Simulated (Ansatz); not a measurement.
Wavefunction ladder for CH5GaOSi (`[CH2]1O[SiH2][GaH]1`)

Z-matrix (Å, degrees):
```
C
Ga 1 2.028
O 1 1.437 2 98.7
H 1 1.095 2 115.3 3 116.9
H 1 1.095 2 115.3 3 -116.9
Si 2 2.406 1 70.5 3 0.0
H 2 1.567 1 136.6 3 -179.9
H 6 1.493 2 122.5 1 108.4
H 6 1.493 2 122.6 1 -108.4
```

Total charge 0; spin multiplicity 1. Correlated methods include outer-core shells of Ga, which these sets cover unevenly. Scalar relativity is left out up to krypton. All single points use the PBE0-D4/def2-TZVP geometry. Frozen core, restricted reference, the Gaussian-basis code of Ansatz.

| basis | HF (Eh) | MP2 corr. |
| --- | --- | --- |
| def2-SVP | -2327.36553 | -0.62696 |
| def2-TZVPP | -2327.86004 | -0.75139 |
| def2-QZVPP | -2327.91472 | -1.03781 |

Question: Estimate the CCSD correlation energy and the (T) correction in each basis where they were run (hartree).

Answer: 
| basis | CCSD corr. | (T) |
| --- | --- | --- |
| def2-SVP | -0.65605 | -0.02080 |
| def2-TZVPP | -0.77835 | -0.03228 |
